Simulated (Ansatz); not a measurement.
Stepwise reaction of `[OH][Sn][OH]` with hydrogen sulfide, as a gas-phase model of exchange steps in deposition or etching. ΔE in kJ/mol.

Calculated with Ansatz (gas phase, PBE0-D4/def2-TZVP geometries, no zero-point term in ΔE). CCSD(T)/CBS is the MP2 limit (def2-TZVPP, def2-QZVPP) plus CCSD(T) − MP2 in def2-TZVPP, frozen cores. This one scheme is used for every species. Functionals use def2-TZVPP. B3LYP here is the variant with VWN-RPA as its local correlation; programs differ in this. Elements past krypton have def2 core potentials. For Sn outer-core shells are correlated without core-valence functions, which leaves a few kJ/mol of doubt a bond. Each species was taken in one conformer, which may not be the lowest.

```tsv
step	reaction	PBE-D4	B3LYP-D4	ωB97M-V	CCSD(T)/CBS
1	`[OH][Sn][OH]` + H₂S → `[OH][Sn][SH]` + H₂O	-29.3	-26.1	-21.9	-24.5
2	`[OH][Sn][SH]` + H₂S → `[SH][Sn][SH]` + H₂O	-43.4	-39.8	-36.7	-42.1
```

Q: By hand: ΔE of the 2 steps together at CCSD(T)/CBS.

A: (-24.5) + (-42.1) = -66.6 kJ/mol, or -33.3 kJ/mol a step.

In ΔE each step is lower than the one before. All are downhill at CCSD(T)/CBS. PBE-D4 differs from CCSD(T)/CBS by -4.8 to -1.3 kJ/mol a step. Isolated molecules leave out the surface, adducts and barriers. Largest T1 diagnostic: 0.018.
